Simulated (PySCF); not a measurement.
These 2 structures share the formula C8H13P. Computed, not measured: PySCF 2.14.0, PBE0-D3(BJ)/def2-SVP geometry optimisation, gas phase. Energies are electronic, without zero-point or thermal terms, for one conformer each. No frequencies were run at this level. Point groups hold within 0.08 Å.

Task: Rank from lowest to highest electronic energy at this level (kcal/mol).
A. `[CH3:1][CH2:2][C:3]([CH3:4])=[C:5]=[P:6][CH:7]1[CH2:8][CH2:9]1` with C1–C2–C3–C4 -74°, C5–P6–C7–C8 -151°
B. `[CH3:1][C:2]1=[CH:3][CH2:4][CH2:5][P:6]1[CH:7]1[CH2:8][CH2:9]1` with C5–P6–C7–C8 -100°, C2–C3–C4–C5 14°, C3–C4–C5–P6 -20°, C4–C5–P6–C7 -83°, P6–C7–C8–C9 -108°

Result: B (0.0), A (32.2).

As drawn, the higher has cumulated double bonds, which the lower lacks.

```tsv
SMILES	E (Eh)	E rel (kcal/mol)	dipole (D)	point group	A, B, C (MHz)
CC1=CCCP1C1CC1	-653.17637	0.0	1.38	C1	2047, 1141, 865.8
CCC(C)=C=PC1CC1	-653.12512	32.2	1.70	C1	3171, 559.5, 528.9
```

Task: How do the relative energies change in single points at PBE0/pcSseg-1 (no added dispersion term) on the same geometries?

Result: 
| SMILES | PBE0-D3(BJ)/def2-SVP (kcal/mol) | PBE0/pcSseg-1 (kcal/mol) | shift |
| --- | --- | --- | --- |
| CC1=CCCP1C1CC1 | 0.0 | 0.0 | 0.0 |
| CCC(C)=C=PC1CC1 | 32.2 | 29.4 | -2.8 |

Each column counts from its own lowest isomer. The order is unchanged; the largest shift is 2.8 kcal/mol.
